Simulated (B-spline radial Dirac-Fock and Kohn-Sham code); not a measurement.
## The K (1s) hole of xenon ions: width and yield against charge

Calculated with a B-spline atomic structure program, using a relativistic independent-particle model: LDA orbitals of the hole state, radiative multipoles to third order, Auger rates from the Coulomb interaction with a continuum orbital, Dirac-Fock energies. Tabulated ground configurations, configuration averages; single configurations, so decays that open only by mixing (as 1s 2s² with 1s 2p² in Be-like ions) are missing and such tiny yields are far too low.

| ion | configuration | radiative (eV) | non-radiative (eV) | yield |
| --- | --- | --- | --- | --- |
| Xe | [Kr] 4d10 5s2 5p6 | 9.95 | 1.24 | 0.889 |
| Xe⁺ | [Kr] 4d10 5s2 5p5 | 9.95 | 1.24 | 0.889 |
| Xe²⁺ | [Kr] 4d10 5s2 5p4 | 9.94 | 1.24 | 0.889 |
| Xe³⁺ | [Kr] 4d10 5s2 5p3 | 9.94 | 1.23 | 0.889 |
| Xe⁴⁺ | [Kr] 4d10 5s2 5p2 | 9.93 | 1.23 | 0.889 |
| Xe⁵⁺ | [Kr] 4d10 5s2 5p1 | 9.93 | 1.23 | 0.889 |
| Xe⁶⁺ | [Kr] 4d10 5s2 | 9.92 | 1.23 | 0.889 |
| Xe⁷⁺ | [Kr] 4d10 5s1 | 9.92 | 1.23 | 0.890 |
